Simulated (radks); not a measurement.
Results of a calculation; reference values are marked as such.
Zr6+, configuration [Ar] 3d9 4s2 4p5 (not the ground configuration). Level of theory: scalar-relativistic Kohn-Sham, LDA (Slater exchange, Perdew-Wang correlation), spin-polarised, spherical densities, finite nucleus; open shells are filled with parallel spins first (spin-orbit coupling, left out, can overturn this in heavy ions); Fermi nuclear charge, rms radius 4.2694 fm (a radial shooting solver on a logarithmic mesh with Libxc functionals).

Normalised radial functions P(r) = r R(r), r in bohr:

```
   r/bohr * 3p down, o 4s down, + 4p down (the largest magnitude, 1.62, reaches the edge; | marks zero, & curves that meet)
   0.0035                             & o
 0.003977                             & o
 0.004521                             & o
 0.005138                             & o
 0.005839                             & o
 0.006637                             +* o
 0.007543                             +* o
 0.008573                             +* o
 0.009666                             +* o
  0.01099                             |& o
  0.01249                             |+* o
  0.01419                             |+* o
  0.01613                             |+ *o
  0.01833                             |+ *o
  0.02083                             | + &
  0.02368                             | + o*
  0.02691                             | +o *
  0.03059                             |  &   *
  0.03477                             | o+    *
  0.03951                             |o  +    *
  0.04491                             o   +     *
  0.05104                            o|    +      *
  0.05801                           o |    +       *
  0.06593                          o  |     +       *
  0.07494                        o    |     +        *
  0.08517                       o     |     +        *
   0.0968                       o     |     +        *
     0.11                      o      |    +       *
    0.125                       o     |   +      *
   0.1421                        o    |  +    *
   0.1615                          o  |+ *
   0.1836                           *&|
   0.2086                      *  +   | o
   0.2371                *      +     |    o
   0.2695          *          +       |       o
   0.3063      *             +        |         o
   0.3482   *                +        |         o
   0.3957  *                  +       |        o
   0.4497   *                   +     |     o
   0.5111     *                    +  | o
   0.5763        *                  o |+
    0.655             *       o       |     +
   0.7444                o*           |         +
   0.8461             o       *       |             +
   0.9616           o            *    |                +
    1.093           o              *  |                +
    1.242            o               *|                +
    1.412               o            *|              +
    1.605                   o         *           +
    1.824                      o      *        +
    2.073                         o   *     +
    2.356                           o *   +
    2.677                            o* +
    3.043                             &+
    3.459                             &
    3.931                             &
```

3p down: eigenvalue -417.45 eV, 1 radial node at r = 0.176 bohr, <r> = 0.457 bohr, 90 % of the charge inside 0.691 bohr. 4s down: eigenvalue -134.26 eV, 3 radial nodes at r = 0.0471, 0.190, 0.543 bohr, <r> = 1.13 bohr, 90 % of the charge inside 1.62 bohr. 4p down: eigenvalue -109.65 eV, 2 radial nodes at r = 0.169, 0.553 bohr, <r> = 1.22 bohr, 90 % of the charge inside 1.77 bohr.
